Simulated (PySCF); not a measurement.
SMILES F[C](F)(F)[InH][C](F)(F)F (C2HF6In), PBE0/def2-SVP optimised geometry.

```
10

In    -0.22    -0.66     0.00
C      2.01    -0.66     0.00
F      2.49    -1.40    -1.01
F      2.48    -1.21     1.14
F      2.55     0.55    -0.10
C     -1.24     1.31     0.00
F     -2.55     1.21     0.23
F     -1.10     1.91    -1.19
F     -0.74     2.15     0.92
H     -1.09    -2.15    -0.02
```

Density from PBE0/def2-TZVP, def2 effective core potentials past Kr in PySCF at that geometry. The core electrons that the potentials of In replace are not part of the density.

Minimum of the electron density along straight lines between bonded atoms, close to the bond critical point (lines longer than 1.1 times the sum of covalent radii, or with two minima, are not listed):

```tsv
bond	length / Å	ρ at the minimum / e bohr⁻³	∇²ρ there / e bohr⁻⁵	position (fraction from the first atom)
In1–C2	2.223	0.096	0.15	0.50
C2–F3	1.343	0.279	-0.35	0.34
C2–F4	1.345	0.278	-0.37	0.34
C2–F5	1.339	0.282	-0.35	0.34
In1–C6	2.222	0.096	0.15	0.50
C6–F7	1.341	0.280	-0.35	0.34
C6–F8	1.344	0.278	-0.37	0.34
C6–F9	1.341	0.281	-0.35	0.34
In1–H10	1.721	?	0.10	0.64
```

Task: Some entries are withheld; supply them.

Result: 
- In1–H10, ρ at the minimum / e bohr⁻³: 0.107
